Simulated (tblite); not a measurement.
Species: C7H8O3S.
Structure used (GFN2-xTB), in Å, numbered top down from 1:
```
atom  x, y, z in Å
C1     4.8790   -0.8599   -0.4211
C2     3.4870   -0.5300   -0.2523
C3     2.3196   -0.2567   -0.1111
C4     1.0074    0.0536    0.0403
C5    -0.1539    0.3589    0.1734
C6    -1.5407    0.6859    0.3085
C7    -2.1973    1.1582   -0.9720
S8    -2.3711   -0.8764    0.7579
O9    -2.3870   -1.7631   -0.3569
O10   -1.9163   -1.3634    2.0254
O11   -3.8848   -0.3226    1.0075
H12    4.9830   -1.9126   -0.6854
H13    5.3138   -0.2517   -1.2150
H14    5.4229   -0.6735    0.5054
H15   -1.7173    1.3522    1.1530
H16   -2.0931    0.3828   -1.7272
H17   -1.7343    2.0752   -1.3319
H18   -3.2560    1.3305   -0.7962
H19   -4.1706   -0.5631    1.8901
```

Level: GFN2-xTB in tblite, geometry and Hessian alike; calculated harmonic values, unscaled, isolated species. Against measured fundamentals such values can be off by several per cent, at times by over 20. One conformer, not necessarily the lowest.

Harmonic wavenumbers (cm⁻¹): 30.4, 37.7, 42.0, 84.2, 111.9, 150.2, 162.4, 171.0, 192.9, 233.2, 269.4, 273.8, 302.0, 329.4, 383.1, 384.7, 386.6, 441.7, 459.2, 504.7, 624.8, 669.4, 721.1, 877.1, 934.9, 979.1, 1017.4, 1018.5, 1079.6, 1093.2, 1122.4, 1145.2, 1241.5, 1285.9, 1346.7, 1391.5, 1396.3, 1444.9, 1445.4, 1465.2, 1480.0, 2312.2, 2366.3, 2958.6, 2995.3, 2996.9, 3004.8, 3029.7, 3051.7, 3055.2, 3610.1.

A = 2348, B = 388.5, C = 362.1 MHz; mass 172.019 u (most abundant isotopes); point group C1, symmetry number 1.

Question: Zero-point energy?

Answer: ½Σν̃ = 29056 cm⁻¹ = 347.59 kJ/mol.

Question: Entropy at 350 K, 1 bar (ideal gas, RRHO, classical rotation)?

Answer: Translation 176.39, rotation 132.77, vibration 230.77: S = 539.9 J/(mol K).

Question: And Cp and H(350 K) − H(0)?

Answer: Cp = 224.94 J/(mol K), of which vibrations give 191.69 (their classical limit is 51 R = 424.0); H(350 K) − H(0) = 50.55 kJ/mol without the zero-point energy, 38.91 from vibrations.

Question: What must be added to the electronic energy to get the Gibbs energy at 350 K and 1 bar?

Answer: ZPE + [H(350 K) − H(0)] − T·S = 347.59 + 50.55 − 188.97 = 209.17 kJ/mol.

Question: How do the functions run with temperature in this model?

Answer: 
```csv
T (K),S (J/(mol K)),Cp (J/(mol K)),H − H(0) (kJ/mol),G − H(0) (kJ/mol),ln q(vib)
100,337.2,109.7,7.16,-26.56,3.77
200,431.7,165.3,21.11,-65.22,8.28
300,506.7,206.5,39.76,-112.25,12.44
500,628.4,271.5,87.95,-226.23,19.81
800,770.6,333.0,179.45,-437.02,29.21
1000,847.9,359.9,248.88,-599.06,34.67
```

q(vib) and H(0) count from the zero-point level.

Question: Which modes carry the vibrational entropy at 350 K?

Answer: 30.4 cm⁻¹: 25.61; 37.7 cm⁻¹: 23.82; 42.0 cm⁻¹: 22.93; 84.2 cm⁻¹: 17.18; 111.9 cm⁻¹: 14.84; 150.2 cm⁻¹: 12.45 J/(mol K); the other 45 give 113.93 together.

Question: Blend soft modes into free rotors: weight 1/[1 + (100 cm⁻¹/ν̃)⁴] for the oscillator and the rest for a rotor with moment μB/(μ + B), μ = h/(8π²ν), B = 10⁻⁴⁴ kg m². What vibrational entropy results?

Answer: 205.18 J/(mol K) in place of 230.77, which changes −T·S at 350 K by +8.96 kJ/mol.

Hindered rotation and anharmonicity are outside this model. Other conformers, if any are populated, would add a mixing term that is left out. The structure is chiral; the term R ln 2 for an equal mix with its mirror image is left out.

Run on Arm Neoverse N1, one thread, on a shared host. The figure is for the frequency step alone.
